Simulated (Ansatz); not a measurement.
One geometry of Ag2O, several levels of theory.

```yaml
crystal:
  periodic: [false, false, false]
  atoms:
    - {symbol: Ag, position_ang: [0.731327, -0.411176, 1.791915]}
    - {symbol: Ag, position_ang: [-0.370758, 0.506476, -1.876402]}
    - {symbol: O, position_ang: [-0.360569, -0.095300, 0.084487]}
basis:
  gaussian: {orbitals: def2-TZVP, initial_orbitals: start.molden}
hamiltonian: {xc: pbe, dispersion: d4}
scf: {omitted_lower_state_checks: [starts]}
output: {orbitals: {seedname: orbitals}}
```

The file start.molden holds the orbitals of an earlier run on this structure, at another level or in another basis.

```sh
$ ansatz run in.yaml --threads 4 --pin off --events-out ev --progress --plain --max-ram 3916MiB
```

Shortened log:

```
Functional definition: PBE
  name "PBE"
  cite "Perdew, Burke & Ernzerhof, Phys. Rev. Lett. 77, 3865 (1996) doi:10.1103/PhysRevLett.77.3865"
  parent pbe
  parameter kappa = 0.804
  parameter beta = 0.06672455060314922
  exchange = pbe_x(kappa = kappa, mu = beta*pi^2/3)
  correlation = pbe_c(beta = beta)
these checks for a lower state are left out or cut short: starts
857 factors; their error is unknown
mean field evaluation 1: about -10044.3608 eV, gradient 7.3e0 eV
mean field evaluation 2: about -10044.5395 eV, gradient 7.2e-1 eV
mean field evaluation 4: about -10044.5384 eV, gradient 6.3e-2 eV
mean field -10044.53842349 eV, -369.1299786305 hartree, gradient 5.4e-5 eV, S^2 0.000000; 0 other end points of the search recorded, 0 dependent functions left out
reference -10044.53846821 eV, -369.1299802741 hartree; 23, 23 occupied and 88, 88 virtual orbitals, 857 factors
Total energy: -10044.61411580 eV, -369.1327602717 hartree
Checks for a lower state left out: starts
```

It took 0.65 s on 4 threads of Arm Neoverse V2 on a shared host.

As the first input, with `gaussian: {orbitals: def2-TZVP}`, `hamiltonian: {xc: pbe0, dispersion: d4}` and without the key `scf` (abridged; 0.85 s):

```
Functional definition: PBE0
mean field evaluation 16: about -10042.9772 eV, gradient 1.5e-4 eV
mean field -10042.97722257 eV, -369.0726055552 hartree, gradient 3.7e-5 eV, S^2 0.000000
Total energy: -10043.04218255 eV, -369.0749927901 hartree
```

As the first input, with `hamiltonian: {xc: r2scan, dispersion: d4}` (abridged; 1.6 s):

```
Functional definition: r2SCAN
mean field -10047.32838751 eV, -369.2325079171 hartree, gradient 8.3e-5 eV, S^2 0.000000
Total energy: -10047.34395446 eV, -369.2330799921 hartree
Checks for a lower state left out: starts
```

Geometry: r2SCAN-D4/def2-TZVP, that of the charge +1 doublet.

In the def2 sets Ag takes a core potential; there is no spin–orbit coupling. The structure comes from a short search, and lower isomers may exist.
